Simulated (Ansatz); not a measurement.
Species: C3H8N, net charge 0, doublet state. It need not be the lowest isomer of its formula. SMILES: CCN[CH2]
Structure (B3LYP-D3(BJ)/def2-TZVP (Ansatz, an electronic-structure program) minimum search):
```
C
H 1 1.0932
H 1 1.0997 2 106.64
N 1 1.4526 2 107.36 3 119.29
H 4 1.0101 1 113.56 2 168.49
C 4 1.3821 5 114.77 1 -142.78
H 6 1.0801 4 117.02 5 -33.01
H 6 1.0811 7 119.02 4 149.36
C 1 1.5201 2 110.08 3 -119.44
H 9 1.0909 1 110.58 2 60.77
H 9 1.0909 10 108.59 1 121.88
H 9 1.0933 10 107.54 11 116.77
```
Charge 0, spin multiplicity 2.

Computed values are from Ansatz. Cores are frozen in the correlated levels unless marked. Open shells are spin-unrestricted. Spin-orbit coupling is left out. Non-relativistic. CBS(X,Y): correlation extrapolated as X^-3; Hartree-Fock from the larger set. The bracket is a focal-point correction in the basis named.

Q: What is the dipole moment at CCSD(T)/aug-cc-pVDZ?

A: 1.32 D.

Q: What is the atomisation energy De at RI-MP2/CBS(cc-pVTZ,cc-pVQZ)+[CCSD(T)-MP2]/cc-pVTZ?

A: 1065.8 kcal/mol.

Q: What is the T1 diagnostic at CCSD/cc-pVTZ?

A: 0.014.

Q: What is the total energy at RI-MP2/CBS(cc-pVTZ,cc-pVQZ)+[CCSD(T)-MP2]/cc-pVTZ?

A: -173.6035 Eh.
